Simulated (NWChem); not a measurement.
System: C₄H₃F; SMILES C#CC(=C)F

```xyz
8

C      0.0568     2.1812     0.0000
C     -0.0124     0.9741     0.0000
C     -0.0671    -0.4493     0.0000
C     -1.1737    -1.1954     0.0000
F      1.1523    -1.0396     0.0000
H      0.1059     3.2466     0.0000
H     -2.1489    -0.7252     0.0000
H     -1.1093    -2.2775     0.0000
```
Atoms are numbered in this order, from 1.

Program: NWChem. Pople sets run with spherical d functions. Geometry: optimised at B3LYP/6-31G* (spherical d). B3LYP is NWChem's, with the RPA form of VWN correlation. Level: B3LYP/6-31G* with SMD (1 M gas to 1 M solution), gas-phase geometry.

### Question
Estimate the computed values for solvent n-hexane. Quantities: solvation free energy (kcal/mol); cavity-dispersion-structure term (kcal/mol); dipole in solution (D).

### Answer
```
Property                                     Result
-------------------------------------------  ------
solvation free energy (kcal/mol)               -2.0
cavity-dispersion-structure term (kcal/mol)    -0.1
dipole in solution (D)                         1.60
```
